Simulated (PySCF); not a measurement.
## Electron correlation in Tc⁴¹⁺ (technetium, charge +41)

1s2, closed-shell 1S. All numbers are calculated (PySCF 2.14, scalar relativity by spin-free X2C-1e, in an even-tempered Gaussian basis (17 s from 72 bohr⁻², ratio 2.2; 7 p from 110 bohr⁻², ratio 2.4; 4 d from 330 bohr⁻², ratio 2.4; 3 f from 490 bohr⁻², ratio 2.4; 3 g from 740 bohr⁻², ratio 2.4)). Frozen: nothing; 2 electrons correlated; the 8 highest virtual orbitals of each spin left out.

With two correlated electrons CCSD is exact within the correlated space (frozen core and kept virtual orbitals).

```csv
level,correlation energy (mhartree)
CCSD,-53.90
```

Diagnostics: T1 = 2.8e-06, D1 = 0.0000, largest double amplitude 0.001.

Cost of the coupled-cluster step: roughly 2.7 core-seconds, for 2 correlated electrons.

Iterations:

```
CC2 = 0
CCSD nocc = 1, nmo = 98
frozen orbitals [98, 99, 100, 101, 102, 103, 104, 105]
max_cycle = 100
direct = 0
conv_tol = 1e-08
conv_tol_normt = 1e-06
diis_space = 8
diis_start_cycle = 0
Init t2, MP2 energy = -1868.58236498717  E_corr(MP2) -0.0535728696422644
Init E_corr(CCSD) = -0.0535728696422644
cycle = 1  E_corr(CCSD) = -0.0538914099351971  dE = -0.000318540293  norm(t1,t2) = 3.14565e-05
cycle = 2  E_corr(CCSD) = -0.0538957130674717  dE = -4.30313227e-06  norm(t1,t2) = 4.35838e-07
cycle = 3  E_corr(CCSD) = -0.0538957675772524  dE = -5.45097807e-08  norm(t1,t2) = 6.62978e-09
cycle = 4  E_corr(CCSD) = -0.0538957674445765  dE = 1.32675974e-10  norm(t1,t2) = 2.73408e-11
CCSD converged
E(CCSD) = -1868.582687884969  E_corr = -0.05389576744457646
```

At this charge the one-electron X2C treatment keeps the bare 1/r₁₂, with no two-electron picture change or Breit term. That inflates the 1s pair energies well beyond their four-component values; and a scalar Hamiltonian misses the large spin-orbit splitting of the p shells, which matters for ns² → np² pairs.
